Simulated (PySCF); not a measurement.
2-bromofuran (C4H3BrO), SMILES Brc1ccco1. Heavy atoms are numbered as in [Br:1][c:2]1[cH:3][cH:4][cH:5][o:6]1. Hydrogens are named by the atom that carries them.

Geometry optimised at ωB97X-D3(BJ)/def2-SVP.

Computed with PBE/pcSseg-1 (PySCF).

GIAO shieldings, no solvent; atoms alike by connectivity are averaged. δ = σ(ref) − σ: ¹³C against TMS (σ = 182.0 ppm); ¹⁷O against H2O (σ = 334.3 ppm); ¹H against TMS (σ = 31.49 ppm), references at their B3LYP-D3(BJ)/def2-TZVP geometries, non-relativistic (without spin–orbit terms, shifts of atoms bonded to Cl or Br come out too high).

```json
[
 {"nucleus": "¹³C", "atoms": "C5 (CH)", "count": "1", "δ (ppm)": "147.8"},
 {"nucleus": "¹³C", "atoms": "C2", "count": "1", "δ (ppm)": "143.2"},
 {"nucleus": "¹³C", "atoms": "C4 (CH)", "count": "1", "δ (ppm)": "118.8"},
 {"nucleus": "¹³C", "atoms": "C3 (CH)", "count": "1", "δ (ppm)": "118.0"},
 {"nucleus": "¹⁷O", "atoms": "O6", "count": "1", "δ (ppm)": "328.2"},
 {"nucleus": "¹H", "atoms": "H on C5", "count": "1", "δ (ppm)": "7.64"},
 {"nucleus": "¹H", "atoms": "H on C4", "count": "1", "δ (ppm)": "6.82"},
 {"nucleus": "¹H", "atoms": "H on C3", "count": "1", "δ (ppm)": "6.68"}
]
```
